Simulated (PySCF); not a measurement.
Several compounds and their computed core spectra got separated.

The calculation used PySCF, delta-SCF UKS SCAN, pcX-2 on the ionised atom, pcseg-1 elsewhere, spin-free X2C. Geometries: PBE0-D3(BJ)/def2-SVP; isolated species, one conformer each.

Line lists (1s up to Mg, 2p3/2 beyond; areas count atoms within a level, one atom standing for each set equivalent by bonding):
1. C 1s: 290.23 (area 3), 291.17 (area 1), 291.18 (area 1) eV; N 1s: 404.37 eV
2. C 1s: 289.86 (area 2), 290.00 (area 2), 290.04 (area 2), 290.66 (area 2) eV
3. Si 2p3/2: 106.67 eV; P 2p3/2: 135.87 eV

Structures:
A. `c1ccc2c(c1)CC2`
B. `[SiH2]1P[SiH2]P[SiH2]P1`
C. `CNC(C)(C)C`

Which list belongs to which compound?

- 1 = C: no other candidate has this set of levels. C 1s: 290.23 methyl carbon (×3), 291.17 N-methyl carbon, 291.18 sp3 carbon bound to nitrogen; N 1s: 404.37 secondary amine nitrogen.
- 2 = A: no other candidate has this set of levels. C 1s: 289.86 substituted aromatic carbon (×2), 290.00 aromatic CH carbon (×2), 290.04 aromatic CH carbon (×2), 290.66 benzylic-type carbon (×2).
- 3 = B: no other candidate has this set of levels. Si 2p3/2: 106.67 SiH2 silicon (×3); P 2p3/2: 135.87 three-coordinate phosphorus (×3).

The 2p values aren't plain energy differences: one relaxed spin-free 2p hole is combined with a matrix within the shell (ground-state 2p orbital-energy differences and spin–orbit coupling). 2p3/2, the mean of its two sublevels, lies a third of the splitting below the shell's mean and 2p1/2 two thirds above it; the statistical areas are 2:1.
